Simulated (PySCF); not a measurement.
C₂H₂, charge -1, doublet (typed; the unrestricted solution is spin-contaminated), at a GFN2-xTB geometry (a state made from the parent by changing its charge; the spin is typed, not shown lowest); BLYP/aug-cc-pVDZ (PySCF).

Input for PySCF:
```python
from pyscf import gto, scf, dft

mol = gto.M(
    atom='''
C    -0.56204551    0.17493404   -0.26216513
C     0.63485961   -0.02704543    0.10700208
H    -1.59838304   -0.21079882    0.03986737
H     1.16149843   -0.67653281    0.89111090
''',
    basis='aug-cc-pvdz',
    charge=-1,
    spin=1,
    verbose=4,
    symmetry=True,
)

mf = dft.UKS(mol)
mf.xc = 'blyp'
mf.irrep_nelec = {'A1': (4, 4), 'A2': (1, 0), 'B1': (0, 1), 'B2': (3, 2)}
mf.kernel()
mf.analyze()
```

It wrote (shortened):

```
PySCF version 2.14.0

[INPUT] verbose = 4
[INPUT] num. atoms = 4
[INPUT] num. electrons = 15
[INPUT] charge = -1
[INPUT] spin (= nelec alpha-beta = 2S) = 1
[INPUT] symmetry True subgroup None
[INPUT] Mole.unit = angstrom
[INPUT] Symbol           X                Y                Z      unit          X                Y                Z       unit  Magmom
[...]
nuclear repulsion = 23.5685331703471
point group symmetry = C2v
symmetry origin: [-1.34980440e-09  4.04941314e-09 -4.04941315e-09]
symmetry axis x: [ 0.08097011 -0.74019678 -0.66749724]
symmetry axis y: [ 0.94339241 -0.15919883  0.29097506]
symmetry axis z: [-0.32164359 -0.65327211  0.68540568]
num. orbitals of irrep A1 = 23
num. orbitals of irrep A2 = 9
num. orbitals of irrep B1 = 9
num. orbitals of irrep B2 = 23
number of shells = 26
number of NR pGTOs = 92
number of NR cGTOs = 64
basis = aug-cc-pvdz
ecp = {}

******** <class 'pyscf.dft.uks_symm.SymAdaptedUKS'> ********
method = SymAdaptedUKS
initial guess = minao
damping factor = 0
level_shift factor = 0
DIIS = <class 'pyscf.scf.diis.CDIIS'>
diis_start_cycle = 1
diis_space = 8
diis_damp = 0
SCF conv_tol = 1e-09
SCF conv_tol_grad = None
SCF max_cycles = 50
direct_scf = True
direct_scf_tol = 1e-13
number electrons alpha = 8  beta = 7
irrep_nelec {'A1': (4, 4), 'A2': (1, 0), 'B1': (0, 1), 'B2': (3, 2)}
XC library pyscf.dft.libxc version 7.1.2
    S. Lehtola, C. Steigemann, M. J. T. Oliveira, and M. A. L. Marques,  SoftwareX 7, 1–5 (2018)
XC functionals = blyp
    A. D. Becke,  Phys. Rev. A 38, 3098 (1988)
    C. Lee, W. Yang, and R. G. Parr,  Phys. Rev. B 37, 785 (1988)
    B. Miehlich, A. Savin, H. Stoll, and H. Preuss,  Chem. Phys. Lett. 157, 200 (1989)
radial grids:
    Treutler-Ahlrichs [JCP 102, 346 (1995); DOI:10.1063/1.469408] (M4) radial grids

becke partition: Becke, JCP 88, 2547 (1988); DOI:10.1063/1.454033
pruning grids: <function nwchem_prune>
grids dens level: 3
symmetrized grids: True
atomic radii adjust function: <function treutler_atomic_radii_adjust>
small_rho_cutoff = 0
Freeze 15 electrons in irreps ['A1', 'A2', 'B1', 'B2']
    0 free electrons in irreps
Set gradient conv threshold to 3.16228e-05
tot grids = 47856
init E= -77.266651556073

cycle= 1 E= -76.9393561925239  delta_E= 0.327  |g|= 0.356  |ddm|= 2.72

cycle= 2 E= -75.456836617439  delta_E= 1.48  |g|= 1.19  |ddm|=  147

cycle= 3 E= -77.056955707007  delta_E= -1.6  |g|= 0.0437  |ddm|=  147

cycle= 4 E= -77.0553115787738  delta_E= 0.00164  |g|= 0.0691  |ddm|= 6.53

cycle= 5 E= -77.0594898729069  delta_E= -0.00418  |g|= 0.0238  |ddm|= 3.59

cycle= 6 E= -77.0599933191876  delta_E= -0.000503  |g|= 0.00149  |ddm|= 1.21

cycle= 7 E= -77.0599951124034  delta_E= -1.79e-06  |g|= 0.000835  |ddm|= 0.13

cycle= 8 E= -77.0599957573126  delta_E= -6.45e-07  |g|= 8.43e-05  |ddm|= 0.0127

cycle= 9 E= -77.0599957635584  delta_E= -6.25e-09  |g|= 2.98e-05  |ddm|= 0.00161

cycle= 10 E= -77.0599957642832  delta_E= -7.25e-10  |g|= 2.98e-06  |ddm|= 0.000356

Extra cycle  E= -77.0599957642889  delta_E= -5.68e-12  |g|= 3.17e-06  |ddm|= 0.000136
converged SCF energy = -77.0599957642889  <S^2> = 1.7538092  2S+1 = 2.8311194
**** SCF Summaries ****
Total Energy =                         -77.059995764288900
Nuclear Repulsion Energy =              23.568533170347091
One-electron Energy =                 -151.873555854118251
Two-electron Energy =                   51.245026919482250
Two-electron Coulomb Energy =           62.776021008409224
DFT Exchange-Correlation Energy =      -11.530994088926976
Wave-function symmetry = A1
alpha occupancy for each irrep:     A1   A2   B1   B2
                                     4    1    0    3
beta  occupancy for each irrep:     A1   A2   B1   B2
                                     4    0    1    2
**** MO energy ****
alpha MO #1 (A1 #1), energy= -9.76477926530398 occ= 1
alpha MO #2 (B2 #1), energy= -9.76366709545233 occ= 1
alpha MO #3 (A1 #2), energy= -0.4977148402224 occ= 1
alpha MO #4 (B2 #2), energy= -0.287255326217785 occ= 1
[...]
beta  MO #4 (B2 #2), energy= -0.274773470440443 occ= 1
beta  MO #5 (A1 #3), energy= -0.217149999885226 occ= 1
beta  MO #6 (B1 #1), energy= -0.0925488647891732 occ= 1
beta  MO #7 (A1 #4), energy= -0.0451330369277225 occ= 1
beta  MO #8 (B2 #3), energy= 0.102715494699821 occ= 0
beta  MO #9 (A1 #5), energy= 0.111009038214237 occ= 0
beta  MO #10 (B2 #4), energy= 0.120686174854318 occ= 0
beta  MO #11 (A2 #1), energy= 0.148960824227917 occ= 0
beta  MO #12 (A1 #6), energy= 0.183536584412874 occ= 0
beta  MO #13 (B1 #2), energy= 0.184888995185427 occ= 0
beta  MO #14 (B2 #5), energy= 0.187671990803503 occ= 0
beta  MO #15 (A1 #7), energy= 0.204268874317962 occ= 0
beta  MO #16 (B2 #6), energy= 0.233846552071022 occ= 0
beta  MO #17 (A2 #2), energy= 0.235794966679202 occ= 0
beta  MO #18 (A1 #8), energy= 0.242257133137165 occ= 0
beta  MO #19 (A1 #9), energy= 0.301976090906808 occ= 0
beta  MO #20 (B2 #7), energy= 0.32756892520717 occ= 0
beta  MO #21 (B2 #8), energy= 0.38510731037049 occ= 0
beta  MO #22 (B1 #3), energy= 0.392663459371542 occ= 0
beta  MO #23 (A1 #10), energy= 0.41685818672268 occ= 0
beta  MO #24 (B2 #9), energy= 0.450763658177926 occ= 0
beta  MO #25 (A2 #3), energy= 0.475277400455339 occ= 0
beta  MO #26 (A1 #11), energy= 0.508013356912115 occ= 0
beta  MO #27 (B1 #4), energy= 0.514452744659093 occ= 0
beta  MO #28 (A1 #12), energy= 0.559611372574995 occ= 0
beta  MO #29 (A1 #13), energy= 0.578650709911294 occ= 0
beta  MO #30 (B2 #10), energy= 0.594575897851362 occ= 0
beta  MO #31 (A1 #14), energy= 0.618392104425811 occ= 0
beta  MO #32 (B2 #11), energy= 0.634492758900564 occ= 0
beta  MO #33 (A2 #4), energy= 0.644359884975349 occ= 0
beta  MO #34 (B2 #12), energy= 0.675540350357691 occ= 0
beta  MO #35 (B1 #5), energy= 0.690038657582213 occ= 0
beta  MO #36 (B2 #13), energy= 0.721367637204898 occ= 0
beta  MO #37 (B1 #6), energy= 0.740418802939256 occ= 0
beta  MO #38 (B2 #14), energy= 0.801928475371641 occ= 0
beta  MO #39 (A2 #5), energy= 0.832404466479882 occ= 0
beta  MO #40 (A1 #15), energy= 0.839236918259215 occ= 0
beta  MO #41 (A2 #6), energy= 0.978705185782693 occ= 0
beta  MO #42 (A1 #16), energy= 0.980178682077883 occ= 0
beta  MO #43 (B2 #15), energy= 1.03900604611218 occ= 0
beta  MO #44 (B2 #16), energy= 1.18987607051995 occ= 0
beta  MO #45 (A1 #17), energy= 1.24841663259776 occ= 0
beta  MO #46 (B1 #7), energy= 1.41086589689497 occ= 0
beta  MO #47 (B1 #8), energy= 1.46957905718133 occ= 0
beta  MO #48 (A1 #18), energy= 1.47990696620533 occ= 0
beta  MO #49 (B2 #17), energy= 1.48236254729535 occ= 0
beta  MO #50 (A1 #19), energy= 1.54482986470123 occ= 0
beta  MO #51 (A1 #20), energy= 1.62565460186014 occ= 0
beta  MO #52 (A2 #7), energy= 1.64244553692409 occ= 0
beta  MO #53 (B2 #18), energy= 1.73758704994183 occ= 0
beta  MO #54 (A1 #21), energy= 1.8743969392775 occ= 0
beta  MO #55 (A2 #8), energy= 1.8785167095924 occ= 0
beta  MO #56 (B1 #9), energy= 1.9344282947339 occ= 0
beta  MO #57 (B2 #19), energy= 1.9874675522423 occ= 0
beta  MO #58 (B2 #20), energy= 2.18402046775329 occ= 0
beta  MO #59 (B2 #21), energy= 2.21316333653948 occ= 0
beta  MO #60 (A2 #9), energy= 2.30566844256085 occ= 0
beta  MO #61 (A1 #22), energy= 2.33608471285794 occ= 0
beta  MO #62 (B2 #22), energy= 2.49221310218491 occ= 0
beta  MO #63 (A1 #23), energy= 2.53245839893918 occ= 0
beta  MO #64 (B2 #23), energy= 3.23517218983015 occ= 0
 ** Mulliken pop alpha/beta on meta-lowdin orthogonal AOs **
 ** Mulliken pop       alpha | beta **
In total             8.00000 | 7.00000
 ** Mulliken atomic charges   ( Nelec_alpha | Nelec_beta ) **
charge of  0C =     -0.51901  (     3.42614      3.09288 )
charge of  1C =     -0.51901  (     3.42614      3.09288 )
charge of  2H =      0.01901  (     0.57386      0.40712 )
charge of  3H =      0.01901  (     0.57386      0.40712 )

WARN: System has nonzero charge -1; the dipole moment is origin-dependent.
Location of origin: [0. 0. 0.]

Dipole moment(X, Y, Z, Debye): -0.53939, -1.09552,  1.14941
```
